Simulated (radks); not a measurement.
Q: The mean radii <r> (bohr) of the occupied orbitals of an atom or ion are listed with their occupations. Method: non-relativistic Kohn-Sham, exchange-only PBE, spin-unpolarised, spherical densities, point nucleus; computed with a radial shooting solver on a logarithmic mesh with Libxc functionals.

| orbital | occ. | <r> |
|---|---|---|
| 1s | 2 | 0.09730 |
| 2s | 2 | 0.4815 |
| 2p | 6 | 0.4434 |
| 3s | 2 | 1.702 |
| 3p | 4 | 2.105 |

Name the element and its charge.

A: Z = 16, sulfur, charge 0: S in [Ne] 3s2 3p4. The 1s radius gives Z: for a bare nucleus <r> = 1.5/Z, 0.09375 bohr for Z = 16, and screening makes it slightly larger (0.09730 here). The occupations add up to 16, and the charge is Z minus that.
